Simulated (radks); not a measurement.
The oxygen anion O2-, [Ne], held by a Watson sphere: a shell of charge +1.81 at radius R that stands for the Madelung well of a crystal (potential energy -1.81/R inside, -1.81/r outside, in hartree with lengths in bohr). All-electron calculation, non-relativistic Kohn-Sham, LDA (Slater exchange, Perdew-Wang correlation), spin-unpolarised, spherical densities, point nucleus. Program: a radial shooting solver on a logarithmic mesh with Libxc functionals. Response by self-consistent Sternheimer equations with the Hartree and adiabatic LDA kernel. The sphere does not respond.

R (bohr)	e(1s) (eV)	e(2s) (eV)	e(2p) (eV)	<r> 2p (bohr)	sum of <r^2> (bohr^2)	X-ray form factor at sin(theta)/lambda = 0.2 1/angstrom	alpha (bohr^3)
1.67	-502.21	-21.238	-6.956	1.432	20.14	6.244	12.28
1.96	-502.46	-20.042	-6.061	1.504	22.21	6.076	16.35
2.85	-502.18	-17.513	-3.906	1.694	28.62	5.785	38.41
2.97	-502.10	-17.277	-3.683	1.717	29.52	5.764	42.94
3.19	-501.95	-16.894	-3.311	1.759	31.20	5.733	52.56
3.93	-501.47	-15.960	-2.346	1.892	37.36	5.679	102.1
